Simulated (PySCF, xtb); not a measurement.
SnFI3, SMILES [F][Sn]([I])([I])[I].

GFN2-xTB in xtb at its own geometry gives an orbital gap of 1.39 eV and a dipole moment of 0.84 D.

Geometry: B3LYP-D3(BJ)/def2-SVP. The structure was generated by enumeration; whether it is a known compound was not checked. The def2 effective core potentials stand for the cores of I, Sn; spin–orbit coupling is left out.

What does HF/def2-TZVP (PySCF) give? (An estimate is asked for; the answer gives what the named calculation found.)

gap 9.99 eV (levels -10.66 and -0.68 eV), dipole 2.15 D.
